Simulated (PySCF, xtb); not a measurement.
CH₅S, SMILES C[SH2+], charge +1.

GFN2-xTB (xtb) at its own geometry gives an orbital gap of 6.48 eV.

Geometry: B3LYP-D3(BJ)/def2-TZVP. The isomer is the one that the SMILES or the coordinates give; other isomers of the formula were not compared.

Question: What does PBE0/def2-TZVPD (PySCF) give? (An estimate is asked for; the answer gives what the named calculation found.)

Answer: gap 9.97 eV (levels -16.30 and -6.33 eV).
